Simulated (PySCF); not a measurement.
3-fluorobuta-1,2-diene (C₄H₅F), SMILES C=C=C(C)F. Atoms are numbered in the order given.

```xyz
10

C     -0.1358    -2.2169     0.0000
C     -0.0175    -0.9148     0.0000
C      0.0639     0.3955     0.0000
C     -1.0699     1.3575     0.0000
F      1.2656     1.0006     0.0000
H     -0.1847    -2.7892    -0.9346
H     -0.1847    -2.7892     0.9346
H     -2.0324     0.8313     0.0000
H     -1.0162     2.0068     0.8887
H     -1.0162     2.0068    -0.8887
```

Coordinates come from a PBE0-D3(BJ)/def2-SVP optimisation.

Method: TDA-LC-ωPBE/def2-SVPD (PySCF 2.14.0).

Vertical excitations. Gas-phase values at a fixed geometry. State labels are in the subgroup Cs.

Computed lowest excited states:
```csv
state,symmetry,energy (eV),λ (nm),f,main pairs
S1,A",5.07,245,0.001,HOMO→LUMO 94 %
S2,A",7.22,172,0.000,HOMO−1→LUMO+2 93 %
S3,A",7.38,168,0.003,HOMO→LUMO+1 83 %
S4,A',7.88,157,0.054,"HOMO→LUMO+2 57 %, HOMO−1→LUMO 37 %"
S5,A',8.35,148,0.810,"HOMO−1→LUMO 34 %, HOMO−1→LUMO+1 31 %, HOMO→LUMO+2 21 %"
S6,A',8.54,145,0.993,"HOMO−1→LUMO+1 49 %, HOMO−1→LUMO 19 %, HOMO→LUMO+2 14 %, HOMO−1→LUMO+3 9 %"
S7,A",8.70,142,0.000,HOMO→LUMO+3 90 %
S8,A",9.27,134,0.019,HOMO→LUMO+4 79 %
S9,A',9.71,128,0.000,HOMO−2→LUMO 84 %
S10,A",9.83,126,0.070,"HOMO→LUMO+5 71 %, HOMO→LUMO+7 12 %"
T1,A',4.23,293,0,"HOMO−1→LUMO 62 %, HOMO→LUMO+2 27 %"
T2,A',4.50,275,0,"HOMO→LUMO+2 63 %, HOMO−1→LUMO 27 %"
T3,A",4.56,272,0,HOMO→LUMO 94 %
T4,A",6.80,182,0,HOMO−1→LUMO+2 95 %
```
Triplets are in the Tamm–Dancoff approximation.
Roots above 9.3 eV, the ΔSCF ionisation energy, lie in the ionisation continuum and depend on the basis.
